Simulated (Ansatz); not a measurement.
Two isomers of CH6GeSSi: A = `[SiH3][GeH]1[CH2][S]1`, B = `[SiH3][CH]1[S][GeH2]1`.

Isolated molecules relaxed with PBE0-D4/def2-TZVP in Ansatz; ΔE leaves out vibrations. CCSD(T)/CBS is the MP2 limit (def2-TZVPP, def2-QZVPP) plus CCSD(T) − MP2 in def2-TZVPP, frozen cores. Functionals use def2-TZVPP. For Ge outer-core shells are correlated without core-valence functions, which leaves a few kJ/mol of doubt a bond. Scalar relativity is left out up to krypton.

(1) Which isomer does CCSD(T)/CBS put lower? Give the gap. (Estimate.)

(2) Give E(B) − E(A) in kJ/mol with PBE-D4, CCSD/def2-TZVPP, B2PLYP, ωB97M-V, HF/def2-TZVPP, PBE0-D4, r2SCAN-D4. (Best estimate.)

Largest T1 diagnostic: 0.013.

Answers

(1) Ansatz gave: A, by 16.5 kJ/mol.

(2) The calculation gave: PBE-D4 27.8, CCSD/def2-TZVPP 17.3, B2PLYP 20.0, ωB97M-V 16.1, HF/def2-TZVPP 14.7, PBE0-D4 24.8, r2SCAN-D4 22.9. None reverses the order clearly.

From PBE to PBE0 (25 % exact exchange), in def2-TZVPP and without D4, E(B) − E(A) moves by −3.4 kJ/mol. The D4 term adds −3.6 kJ/mol with B3LYP and −1.7 kJ/mol with PBE0; it sums over pairs of atoms, weighted by their polarisabilities, and B3LYP, whose exchange is more repulsive, gets the larger term.

B3LYP here is the variant with VWN-RPA as its local correlation; programs differ in this.
